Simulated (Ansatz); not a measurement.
Energy needed to pull apart GaH2Se (SMILES [GaH2][Se]), doublet, into free ground-state atoms, from the structure below (displaced at random from a GFN2-xTB minimum); no zero-point or spin–orbit terms; open-shell atoms are treated unrestricted, in their ground-state multiplicity.

Ga1  (-0.180, 0.025, 0.013)
Se2  (1.968, -0.282, 0.791)
H3  (-1.359, -0.873, 0.417)
H4  (-0.406, 1.154, -1.082)
(Å)

Program: Ansatz 0.2.0. Basis: def2-TZVPP. Cores are frozen in the correlated methods; orbitals are unrestricted. Filled d shells of the heavier atoms are correlated. The def2 sets are not built for correlating such inner shells, so the correlated values are less sure here. B3LYP uses VWN-RPA correlation.

| method | atomization energy (kcal/mol) |
| --- | --- |
| PBE-D4 | ? |
| r2SCAN-D4 | 197.8 |
| PBE0-D4 | 191.4 |
| B3LYP-D4 | 191.2 |
| LC-wPBE | 191.8 |
| wB97M-V | 191.3 |
| HF | ? |
| MP2 | 189.4 |
| CCSD | 189.1 |
| CCSD(T) | 191.7 |

**Question.** What does PBE-D4 give? (Judge from chemistry; the value comes from the calculation.)

**Answer.** By the calculation: 192.6 kcal/mol, which is about 0.9 kcal/mol more than CCSD(T)/def2-TZVPP.

**Question.** What does HF give? (An estimate is asked for; the value comes from the calculation.)

**Answer.** Computed: 140.1 kcal/mol, which is about 51.6 kcal/mol less than CCSD(T)/def2-TZVPP.

In triple zeta the MP2 and coupled-cluster atomization energies are still short of their basis limit by a few kcal/mol a bond, whereas those of the functionals are nearly converged, so these differences are not deviations from converged CCSD(T).

The T1 diagnostic stays at or below 0.014. ⟨S²⟩ of the unrestricted Hartree–Fock references: 0.76 (a pure state has 0.75).

For scale, one of the runs: CCSD(T)/def2-TZVPP forces, 124 basis functions (an equivalent command: `ansatz run in.yaml --threads 4`). Hardware: 4 CPU threads, shared host. Wall time 4.4 min; peak host memory 2.2 GiB.
